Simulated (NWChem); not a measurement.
Species: CdCl cation; SMILES [Cd+][Cl]

Results from NWChem. def2 effective core potentials on Cd; no spin-orbit coupling. Each level has its own optimisation; frequencies are unscaled.

For level PBE0/def2-SVP (core potentials):

```
Item                               Result
---------------------------------  ------
r Cd–Cl (Å)                         2.262
highest harmonic frequency (cm⁻¹)     391
```

### Question
Estimate the same quantities for level Hartree-Fock/STO-3G (all-electron, non-relativistic).

### Answer
| Property | Result |
|---|---|
| r Cd–Cl (Å) | 2.177 |
| highest harmonic frequency (cm⁻¹) | 459 |
